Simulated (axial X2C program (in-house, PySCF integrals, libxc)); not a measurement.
## Spectroscopic constants of RhBr

All values were computed with an in-house all-electron X2C program for linear molecules (integrals from PySCF). Spin-free means the one-electron spin-free X2C Hamiltonian; two-component (2c) means X2C with spin–orbit coupling and atomic mean-field two-electron Coulomb and Gaunt terms, so the difference of the two also holds small scalar two-electron terms. Basis: Rh dyall-cv3z [12s12p8d5f3g], Br dyall-cv3z [8s9p6d4f1g] (cores contracted in-house); Gaussian nuclei, density fitting, unrestricted open shells. Masses: Rh 102.906 u, Br 78.918 u.

The run was started with this input:
```json
{
 "zs": [
  45,
  35
 ],
 "q": 0,
 "bas": [
  "dyall-cv3z",
  "dyall-cv3z"
 ],
 "levels": [
  "PBE0",
  "HF",
  "PBE50",
  "PBE",
  "B3LYP"
 ],
 "cc": true,
 "r0": 2.39,
 "thr": -2.0,
 "nmax": 140
}
```
```bash
python so2c.py task.json out
```

Keys: zs atomic numbers; q charge; bas basis sets; levels methods; cc coupled cluster on or off; r0 starting distance in Å; thr threshold in hartree for freezing inner shells (an s shell follows its p shell); nmax most natural virtual spinors. HF also brings MP2.

State, spin-free: M_S = 1, Λ = 2 (beyond evenly filled blocks: σα, δ+α, δ+β, δ-α); electrons by block: σα: 17, σβ: 16, π+α: 9, π+β: 9, π-α: 9, π-β: 9, δ+α: 3, δ+β: 3, δ-α: 3, δ-β: 2. Fragments: Rh + Br.

State, 2c: Ω = 3 (⟨Sz⟩ = 0.99, ⟨Lz⟩ = 2.01 at PBE0); electrons by block: 1/2: 26, -1/2: 25, 3/2: 12, -3/2: 12, 5/2: 3, -5/2: 2. Fragments: Rh + Br.

| Hamiltonian | level | Re (Å) | ωe (cm⁻¹) | ωexe (cm⁻¹) | Be (cm⁻¹) | αe (cm⁻¹) | De (eV) | D0 (eV) | k (mdyn/Å) | μ (D) |
| --- | --- | --- | --- | --- | --- | --- | --- | --- | --- | --- |
| spin-free | PBE0 | 2.384 | 260.2 | 0.679 | 0.06638 | 0.000243 | 3.22 | 3.20 | 1.78 | -4.88 |
| spin-free | HF | 2.512 | 227.0 | 0.573 | 0.05982 | 0.000215 | 2.13 | 2.12 | 1.36 | -7.14 |
| spin-free | MP2 | 2.379 | 263.5 | 0.609 | 0.06669 | 0.000228 | 3.16 | 3.15 | 1.83 | n/a |
| spin-free | CCSD | 2.410 | 255.2 | 0.608 | 0.06498 | 0.000226 | 3.00 | 2.99 | 1.71 | n/a |
| spin-free | CCSD(T) | 2.400 | 258.0 | 0.62 | 0.06554 | 0.00023 | 3.09 | 3.07 | 1.75 | n/a |
| spin-free | PBE50 | 2.397 | 258.7 | 0.641 | 0.06566 | 0.000232 | 3.15 | 3.14 | 1.76 | -5.68 |
| spin-free | PBE | 2.377 | 260.0 | 0.746 | 0.06682 | 0.000258 | 3.37 | 3.36 | 1.78 | -4.00 |
| spin-free | B3LYP | 2.410 | 250.4 | 0.677 | 0.06497 | 0.000244 | 3.07 | 3.05 | 1.65 | -4.68 |
| 2c | PBE0 | 2.386 | 259.4 | 0.68 | 0.06629 | 0.000244 | n/a | n/a | 1.77 | -4.88 |
| 2c | HF | 2.513 | 226.4 | 0.572 | 0.05974 | 0.000215 | n/a | n/a | 1.35 | -7.14 |
| 2c | MP2 | 2.381 | 262.7 | 0.609 | 0.06658 | 0.000228 | n/a | n/a | 1.82 | n/a |
| 2c | CCSD | 2.412 | 254.3 | 0.606 | 0.06487 | 0.000226 | n/a | n/a | 1.7 | n/a |
| 2c | CCSD(T) | 2.402 | 257.1 | 0.616 | 0.06542 | 0.000229 | n/a | n/a | 1.74 | n/a |
| 2c | PBE50 | 2.399 | 258.0 | 0.641 | 0.06557 | 0.000232 | n/a | n/a | 1.75 | -5.68 |
| 2c | PBE | 2.378 | 259.0 | 0.749 | 0.06672 | 0.000259 | n/a | n/a | 1.77 | -4.00 |
| 2c | B3LYP | 2.412 | 249.5 | 0.679 | 0.06486 | 0.000245 | n/a | n/a | 1.64 | -4.68 |

Correlated methods: 16 electrons correlated (number of frozen shells: Rh 4 s, 3 p, 1 d; Br 3 s, 2 p, 1 d), 294 virtual spin orbitals or spinors in MP2, 140 natural virtuals in coupled cluster.

Dipoles are positive if Br is the positive end.

The state is one determinant whose occupation by symmetry is held fixed; it was picked as the lowest of a PBE0 search that is not exhaustive. Dissociation energies refer to the lowest single-determinant-based atoms at the same level and basis. De is not given where an atomic determinant may have missed its ground term or J level, or where the truncated virtual space spoils (T). Density functionals use the spin component along the axis (collinear). Coupled cluster ran in a truncated set of natural virtual spinors; the MP2 energy of the rest was added. (T) has no such correction and the atoms are truncated less, which lowers De at CCSD(T) by a hundredth of an eV or more. PBE0 can misorder states that lie within some tenths of an eV, so this need not be the ground state of the molecule. The nearest other spin-free determinant of the search, M_S = 1, Λ = 1, lies 0.21 eV up at the distance of the search. Without a current term, density functionals place determinants with orbital angular momentum somewhat too high. With several unpaired electrons one determinant need not be a pure state. At some level and bond length an empty orbital lies below a filled one. The stretched end of a curve changes character and is left out.

Rough cost a point (2c) on 2 thread(s) of a shared host, integrals apart: PBE0 2.9 s, HF 2 s, CCSD(T) 100 s, PBE50 3 s, PBE 1.5 s, B3LYP 3 s.
